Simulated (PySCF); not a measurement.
## Working out the ionisation energy of Sn⁺

Sn⁺ [Kr] 4d10 5s2 5p1 (2P) → Sn²⁺ [Kr] 4d10 5s2 (1S). Calculation: PySCF 2.14, in aug-cc-pVQZ-DK3 (9s8p6d3f2g, 102 functions); scalar relativity by spin-free X2C-1e. Frozen: [Kr] 4d10. Energies in hartree (1 hartree = 27.21139 eV):

```json
{"part": "UHF", "Sn⁺ (lower)": "-6173.271263", "Sn²⁺ (upper)": "-6172.766070"}
{"part": "CCSD correlation", "Sn⁺ (lower)": "-0.044998", "Sn²⁺ (upper)": "-0.034520"}
{"part": "(T)", "Sn⁺ (lower)": "-0.000724", "Sn²⁺ (upper)": "0.000000"}
```

**Question.** What does Hartree-Fock give?

**Answer.** (-6172.766070) − (-6173.271263) = 0.505193 hartree = 13.747 eV.

**Question.** What do CCSD and CCSD(T) give?

**Answer.** The CCSD correlation energies differ by 0.010478 hartree = 0.285 eV and the triples by 0.000724 hartree = 0.020 eV, so CCSD gives 14.032 eV and CCSD(T) 14.052 eV.

Measured between the centres of the two terms (NIST): 14.282 eV, so CCSD(T) (valence) is off by -0.230 eV.

What remains against the reference includes basis incompleteness, the frozen core and higher excitations.
